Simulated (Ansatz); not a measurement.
The same hydrogen abstraction along the group O, Se, Te.

Computed with Ansatz on PBE0-D4/def2-TZVP structures; ΔE is electronic, products minus reactants. CCSD(T)/CBS is the MP2 limit (def2-TZVPP, def2-QZVPP) plus CCSD(T) − MP2 in def2-TZVPP, frozen cores. This one scheme is used for every species, atoms too. No spin–orbit coupling; open shells (•) take unrestricted orbitals. def2 core potentials past Kr. For Se, Te outer-core shells are correlated without core-valence functions, so the limit isn't a true one: a few kJ/mol of doubt a bond, and 10 to 20 or more in all where bonds break to atoms. Scalar relativity is left out up to krypton. One conformer a species, not always the lowest.

Task: Order these by ΔE at CCSD(T)/CBS, lowest first. (An estimate is asked.)
A. `CC[SeH]` + H• → `CC[Se]`• + H₂
B. `CC[TeH]` + H• → `CC[Te]`• + H₂
C. `CCO` + H• → `CC[O]`• + H₂

Result: B (-34.7 kcal/mol), A (-25.1 kcal/mol), C (+4.2 kcal/mol).

Largest T1 diagnostic: 0.018, for `CC[O]`•.
